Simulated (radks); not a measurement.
Problem. The lead ion Pb2+, [Hg]. Method: non-relativistic Kohn-Sham, PBE, spin-polarised, spherical densities, point nucleus; computed with a radial shooting solver on a logarithmic mesh with Libxc functionals. Every spin shell is full or empty, so the densities are truly spherical. Functionals are evaluated on that one density, not self-consistently. Rank these exchange functionals by their error against the exact value of the orbitals, and give that value: LDA, PBE, PBEsol, revPBE, OPTX, AM05, G96, EV93, revTPSS, SCAN, MS2, TASK, MVS.

Solution. Exact: -358.644 hartree. From best to worst, with 100 (|E| - |E exact|)/|E exact| (equal figures are ties): SCAN +0.05, MVS +0.07, revPBE -0.26, PBE -0.34, G96 +0.46, EV93 -0.52, MS2 -0.67, revTPSS -0.90, PBEsol -1.78, TASK -1.80, OPTX +1.92, AM05 -3.57, LDA -3.76.
